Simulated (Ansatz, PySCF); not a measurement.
In(F)(SeH)2 (FH2InSe2), SMILES [F][In]([SeH])[SeH].

Geometry optimised at PBE-D3(BJ)/def2-SVP. The structure was generated by enumeration; whether it is a known compound was not checked. The def2 effective core potentials stand for the cores of In; spin–orbit coupling is left out. The values are those of a single conformer.

Vertical ionisation energy (IE) and electron affinity (EA) in eV. Rows of orbital energies are one-electron estimates. Where ΔSCF, EOM or ADC give a negative EA the extra electron is unbound and the value depends on the basis.

```csv
level,IE,EA
"−ε(HOMO), −ε(LUMO), ωB97X/def2-TZVP (PySCF)",9.75,0.61
"−ε(HOMO), −ε(LUMO), PBE/def2-TZVP (PySCF)",6.35,3.28
"ΔSCF, PBE0/def2-SVPD (Ansatz), final states of multiplicity 2 and 2",9.36,1.04
"ΔSCF, PBE/def2-SVPD (Ansatz), final states of multiplicity 2 and 2",8.99,1.12
```

### Question
What vertical singlet–triplet gap does ΔSCF give with PBE0/def2-SVPD (Ansatz, a quantum-chemistry and plane-wave program) and with PBE/def2-SVPD (Ansatz)? (Estimate from the structure and the level; the computed values follow.)

### Answer
3.45 and 3.06 eV (triplet above singlet where positive).
